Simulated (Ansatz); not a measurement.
System: C$_{3}$H$_{6}$S (charge 0, singlet). SMILES: C1CSC1
Geometry from a B3LYP-D3(BJ)/def2-TZVP (Ansatz, a quantum-chemistry and plane-wave program) optimisation:
```
C
H 1 1.0897
H 1 1.0913 2 108.40
C 1 1.5398 2 110.51 3 127.23
H 4 1.0876 1 116.43 2 -20.36
H 4 1.0895 5 109.53 1 130.61
C 1 1.5398 2 110.51 3 -127.23
H 7 1.0876 1 116.43 2 20.36
H 7 1.0895 8 109.53 1 -130.61
S 4 1.8489 5 114.13 6 125.09
```

Wanted: atomisation energy, in kcal/mol. Set-up: atomisation electronic, to ground-state atoms; frozen cores in correlated levels; 6-311+G** with 5d, 6d on Na to Ar in Ansatz; open shells spin-unrestricted; dispersion terms only where a functional's name holds one; spin-orbit terms left out; non-relativistic. Basis-set limits of correlation are two-point, X^-3; Hartree-Fock from the larger set. The bracket is a focal-point correction in the basis named. First-principles rows: single points at B3LYP-D3(BJ) geometries (Ansatz).

```
species  coefficient  E at B3LYP/6-311+G** (Ansatz), Eh  E at PBE/def2-TZVPD (Ansatz), Eh
-------  -----------  ---------------------------------  --------------------------------
C1CSC1            -1                         -516.15641                        -515.81657
C atom            +3                          -37.85727                         -37.79605
H atom            +6                           -0.50216                          -0.49962
S atom            +1                         -398.13360                        -397.93910
```

Coupled cluster (Ansatz) is a level with limits of its own, used here on species with T1 under 0.025 (0.045 for open shells) and stable references: RI-MP2/CBS(aug-cc-pV(T+d)Z,aug-cc-pV(Q+d)Z)+[CCSD(T)-MP2]/aug-cc-pV(T+d)Z. Value to compare with, RI-MP2/CBS(aug-cc-pV(T+d)Z,aug-cc-pV(Q+d)Z)+[CCSD(T)-MP2]/aug-cc-pV(T+d)Z (Ansatz): 918.8 kcal/mol. 1 Eh = 627.5095 kcal/mol.

Question: Work the quantity out at each level, and compare with RI-MP2/CBS(aug-cc-pV(T+d)Z,aug-cc-pV(Q+d)Z)+[CCSD(T)-MP2]/aug-cc-pV(T+d)Z (Ansatz).

Answer: 
- B3LYP/6-311+G**: the sum of coefficient times E is 1.43804 Eh, or 902.38 kcal/mol. Result: 902.4 kcal/mol. Its difference against RI-MP2/CBS(aug-cc-pV(T+d)Z,aug-cc-pV(Q+d)Z)+[CCSD(T)-MP2]/aug-cc-pV(T+d)Z (Ansatz) is -16.4 kcal/mol.
- PBE/def2-TZVPD: the sum of coefficient times E is 1.49160 Eh, or 935.99 kcal/mol. Result: 936.0 kcal/mol. Its difference against RI-MP2/CBS(aug-cc-pV(T+d)Z,aug-cc-pV(Q+d)Z)+[CCSD(T)-MP2]/aug-cc-pV(T+d)Z (Ansatz) is 17.2 kcal/mol.
